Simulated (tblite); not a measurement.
C7H13PS.
Atom-mapped SMILES: `[CH3:1][CH2:2][C:3]1=[CH:4][CH2:5][CH2:6][P@:7]1([CH3:8])=[S:9]` (hydrogens: H10, H11, H12 on C1; H13, H14 on C2; H15 on C4; H16, H17 on C5; H18, H19 on C6; H20, H21, H22 on C8)

Geometry (GFN2-xTB, Å), atoms numbered from 1 in this order:
```
atom  x, y, z in Å
C1     2.5370    0.2540    0.6162
C2     1.8548   -0.9359   -0.0506
C3     0.3765   -0.7538   -0.1075
C4    -0.5709   -1.6256    0.2212
C5    -2.0044   -1.2301    0.0208
C6    -2.0324   -0.0279   -0.9260
P7    -0.3649    0.7685   -0.8010
C8    -0.5414    1.9613    0.5918
S9     0.3869    1.5240   -2.4195
H10    2.1696    0.3923    1.6315
H11    3.6128    0.1009    0.6538
H12    2.3397    1.1571    0.0396
H13    2.0960   -1.8639    0.4738
H14    2.2257   -1.0168   -1.0775
H15   -0.3582   -2.5974    0.6431
H16   -2.5803   -2.0660   -0.3826
H17   -2.4455   -0.9723    0.9886
H18   -2.8337    0.6787   -0.7046
H19   -2.1458   -0.3531   -1.9641
H20    0.4119    2.4565    0.7635
H21   -0.8702    1.4583    1.4983
H22   -1.2737    2.7106    0.2905
```

Level: GFN2-xTB in tblite, geometry and Hessian alike; calculated harmonic values, unscaled, isolated species. The method is semi-empirical: single wavenumbers can be off by several per cent or more. One conformer, not necessarily the lowest.

Harmonic wavenumbers (cm⁻¹): 62.8, 82.5, 114.4, 134.3, 163.4, 188.8, 206.7, 234.3, 240.9, 280.3, 334.2, 396.3, 504.6, 568.9, 610.3, 672.4, 740.8, 748.7, 779.2, 802.1, 820.2, 847.3, 867.9, 938.3, 955.9, 989.3, 1059.7, 1078.9, 1091.4, 1097.6, 1140.4, 1182.2, 1219.3, 1230.8, 1257.8, 1296.9, 1299.1, 1320.0, 1404.1, 1413.6, 1427.0, 1432.5, 1460.5, 1474.8, 1496.0, 1497.4, 1687.4, 2933.4, 2945.0, 2952.2, 2969.1, 2971.5, 2974.4, 2989.3, 3008.4, 3015.0, 3019.9, 3024.3, 3041.7, 3069.9.

A = 1266, B = 1220, C = 838.8 MHz; mass 160.048 u (most abundant isotopes); point group C1, symmetry number 1.

Problem. What is the zero-point energy?

Solution. ½Σν̃ = 39883 cm⁻¹ = 477.11 kJ/mol.

Problem. Entropy at 500 K, 1 bar (ideal gas, RRHO, classical rotation)?

Solution. Translation 182.90, rotation 131.53, vibration 235.90: S = 550.3 J/(mol K).

Problem. And Cp and H(500 K) − H(0)?

Solution. Cp = 270.05 J/(mol K), of which vibrations give 236.79 (their classical limit is 60 R = 498.9); H(500 K) − H(0) = 78.07 kJ/mol without the zero-point energy, 61.44 from vibrations.

Problem. Which modes carry the vibrational entropy at 500 K?

Solution. 62.8 cm⁻¹: 22.55; 82.5 cm⁻¹: 20.29; 114.4 cm⁻¹: 17.59; 134.3 cm⁻¹: 16.27; 163.4 cm⁻¹: 14.66; 188.8 cm⁻¹: 13.49 J/(mol K); the other 54 give 131.05 together.

Problem. Blend soft modes into free rotors: weight 1/[1 + (100 cm⁻¹/ν̃)⁴] for the oscillator and the rest for a rotor with moment μB/(μ + B), μ = h/(8π²ν), B = 10⁻⁴⁴ kg m². What vibrational entropy results?

Solution. 223.65 J/(mol K) in place of 235.90, which changes −T·S at 500 K by +6.12 kJ/mol.

Hindered rotation and anharmonicity are outside this model. Other conformers, if any are populated, would add a mixing term that is left out. The structure is chiral; the term R ln 2 for an equal mix with its mirror image is left out.
